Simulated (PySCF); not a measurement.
C2H7NSi, SMILES C1NC[SiH2]1. Heavy atoms are numbered as in [CH2:1]1[NH:2][CH2:3][SiH2:4]1. Hydrogens are named by the atom that carries them.

Geometry optimised at PBE-D3(BJ)/def2-SVP.

Calculation: PySCF with B3LYP/def2-TZVP.

ESP charges are fitted to the potential on shells at 1.4 to 2.0 van der Waals radii. Atomic charges (e), one atom of each kind:

```csv
atom,Mulliken,ESP fit,Löwdin,meta-Löwdin
C1 (CH2),-0.23,-0.03,-0.41,-0.33
N2 (NH),[?],-0.60,-0.04,-0.37
Si4 (SiH2),[?],0.23,0.33,0.64
H on C1,0.11,0.06,0.12,0.11
H on N2,0.18,0.32,0.15,0.21
H on Si4,[?],-0.07,-0.05,-0.11
```

What belongs in the gaps? (An estimate is asked for; the answer gives what the named calculation found.)


- N2 (NH), Mulliken: -0.32
- Si4 (SiH2), Mulliken: 0.32
- H on Si4, Mulliken: -0.06

Computed Mayer and Wiberg (Löwdin basis) orders of the bonds:
```json
[
 {"bond": "C1–N2", "Mayer": "0.97", "Wiberg": "1.34"},
 {"bond": "N2–C3", "Mayer": "0.97", "Wiberg": "1.34"},
 {"bond": "C1–Si4", "Mayer": "0.96", "Wiberg": "1.10"},
 {"bond": "C3–Si4", "Mayer": "0.96", "Wiberg": "1.10"}
]
```
